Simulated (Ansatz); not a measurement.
Problem. Name a neutral molecule of Ge, Si and H with size of the dipole moment (PBE/def2-TZVPP) between 0.00 and 0.30 D and HOMO–LUMO gap (ωB97M-V/def2-TZVPP) between 10.35 and 10.65 eV (Ansatz, PBE0-D4/def2-TZVP geometry).

Solution. `[SiH2]1[SiH2][SiH2][GeH2][GeH2][SiH2]1` (0.06 D, 10.54 eV); `[SiH2]1[SiH2][SiH2][GeH2][SiH2][SiH2]1` (0.04 D, 10.49 eV); `[SiH2]1[SiH2][GeH2][GeH2][SiH2]1` (0.09 D, 10.39 eV); `[SiH2]1[SiH2][GeH2][SiH2][GeH2][SiH2]1` (0.05 D, 10.56 eV); `[SiH2]1[GeH2][SiH2][GeH2][GeH2]1` (0.08 D, 10.39 eV); `[SiH2]1[SiH2][GeH2][GeH2][GeH2][SiH2]1` (0.08 D, 10.50 eV). Other molecules can fit too; these were computed, each in one conformer that needn't be the lowest.
